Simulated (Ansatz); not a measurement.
Consider the ligand exchange at the Al–F bond: `[OH][Al]([F])[SiH3]` + HCl → `[OH][Al]([SiH3])[Cl]` + H–F.

Program: Ansatz. Geometries: PBE0-D4/def2-TZVP. ΔE: electronic, gas phase. CCSD(T)/CBS is the MP2 limit (def2-TZVPP, def2-QZVPP) plus CCSD(T) − MP2 in def2-TZVPP, frozen cores. This one scheme is used for every species. Functionals use def2-TZVPP. Each species was taken in one conformer, which may not be the lowest.

`[OH][Al]([F])[SiH3]`:

Cartesian coordinates in Å:
```
O 1.902 0.630 -0.917
Al 0.445 0.891 -0.110
F 0.028 2.426 0.336
Si -1.000 -1.003 0.382
H 2.535 1.308 -1.149
H -1.291 -1.768 -0.861
H -0.330 -1.923 1.341
H -2.289 -0.561 0.978
```

HCl:

Z-matrix (Å, degrees):
```
Cl
H 1 1.279
```

`[OH][Al]([SiH3])[Cl]`:

Z-matrix (Å, degrees):
```
Si
Al 1 2.433
H 1 1.487 2 111.1
H 1 1.489 2 110.2 3 120.2
H 1 1.489 2 110.4 3 -120.5
Cl 2 2.104 1 122.2 3 -2.6
O 2 1.687 1 119.0 3 177.5
H 7 0.957 2 124.3 1 179.6
```

H–F:

```xyz
2

F    -0.387   -0.239    0.069
H     0.387    0.239   -0.069
```

CCSD(T)/CBS gives +4.5 kcal/mol.

Q: Another level gave +5.0 kcal/mol. Which?
A. CAM-B3LYP/def2-TZVPP
B. r2SCAN-D4/def2-TZVPP
C. PBE-QIDH/def2-TZVPP
D. RPA@PBE/def2-TZVPP

A: B. r2SCAN-D4 5.0, RPA@PBE/def2-TZVPP 6.2, PBE-QIDH 3.7, CAM-B3LYP 7.4 kcal/mol.

Largest T1 diagnostic among the species: 0.013.

Leaving LDA and LC-ωPBE aside and taking each functional with its dispersion term where it has one, the values, not all of them listed here, spread over 3.5 kcal/mol, from HSE06-D4 to CAM-B3LYP-D4. From BLYP to BHLYP (50 % exact exchange), in def2-TZVPP and without D4, ΔE moves by −1.5 kcal/mol.
